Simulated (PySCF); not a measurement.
**P²⁺: ionisation energy**

P²⁺ [Ne] 3s2 3p1 (2P) → P³⁺ [Ne] 3s2 (1S), as a difference of total energies. Calculation: PySCF 2.14, in aug-cc-pwCVTZ (8s7p5d3f, 75 functions); no relativity, point nucleus. Correlated levels: valence: [Ne] frozen. The calculations carry no spin-orbit coupling.

```
           method  ionisation energy (eV)
              UHF                  29.584
    MP2 (valence)                  29.886
SCS-MP2 (valence)                  29.876
   CCSD (valence)                  30.013
CCSD(T) (valence)                  30.043
```

How much does correlation contribute at CCSD(T) (valence)?

30.043 − (29.584) = 0.459 eV, measured against UHF.

A first-order spin-orbit estimate (lowest level to lowest level, LS coupling) adds 0.041 eV.

Errors of the correlated levels include the incompleteness of this basis and the frozen core.

For comparison: 30.203 eV (measured; NIST Atomic Spectra Database, ionization energies).
